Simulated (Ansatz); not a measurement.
def2 core potentials replace the inner electrons of Sb.

Z-matrix (Å, degrees):
```
C
C 1 1.4018
H 2 1.0925 1 119.43
C 2 1.3981 3 120.57 1 178.50
H 4 1.0931 2 119.86 3 1.19
C 4 1.3984 5 119.96 2 179.61
H 6 1.0929 4 120.02 5 0.43
C 6 1.3983 7 119.96 4 179.72
H 8 1.0930 6 120.11 7 -0.28
C 8 1.3980 9 119.98 6 179.79
H 10 1.0945 8 119.46 9 -0.90
Sb 1 2.1629 2 120.85 3 -1.01
O 12 2.0015 1 93.88 2 124.33
H 13 0.9700 12 109.95 1 -30.78
O 12 2.0121 13 101.30 14 59.32
H 15 0.9678 12 110.56 13 96.82
```
Charge 0, spin multiplicity 1.

Q: Give the HOMO, total energy, dipole moment, LUMO and HOMO–LUMO gap at the level CAM-B3LYP-D3(BJ)/def2-TZVP // B3LYP-D3(BJ)/def2-SVP in Ansatz (a first-principles code).

A: 
```yaml
HOMO: -8.50 eV
total_energy: -16967.94 eV
dipole_moment: 1.59 D
LUMO: -0.16 eV
HOMO–LUMO gap: 8.34 eV
```
